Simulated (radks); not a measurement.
The numbers below are computed, except where a source is named.
Q: Pm+, 60 electrons, occupied as [Xe] 4f4 6s2 (not the ground configuration). Code: a radial shooting solver on a logarithmic mesh with Libxc functionals. Model: scalar-relativistic Kohn-Sham, r2SCAN, spin-unpolarised, spherical densities, finite nucleus; meta-GGA in the generalised Kohn-Sham scheme; Fermi nuclear charge, rms radius 4.962 fm. Some entries of the table are withheld. Estimate them.

orbital  occ.  eigenvalue (hartree)  r(max) (bohr)  <1/r> (bohr^-1)
1s          2             -1657.540        0.01479            67.41
2s          2             -270.7286        0.08376            15.61
2p          6             -241.7057        0.06763            14.67
3s          2             -59.79336         0.2383            5.711
3p          6             -50.63053         0.2336            5.383
3d         10             -38.07567         0.1921            5.100
4s          2                   (1)         0.5518            2.385
4p          6              -9.45032         0.5755            2.199
4d         10              -5.15468         0.6014            1.930
5s          2              -2.02323          1.278              (2)
5p          6              -1.26795          1.435           0.8002
4f          4              -0.57781         0.6263            1.382
6s          2                   (3)          3.348           0.3346

A: 
(1) 4s eigenvalue (hartree): -12.47931
(2) 5s <1/r> (bohr^-1): 0.9333
(3) 6s eigenvalue (hartree): -0.36193
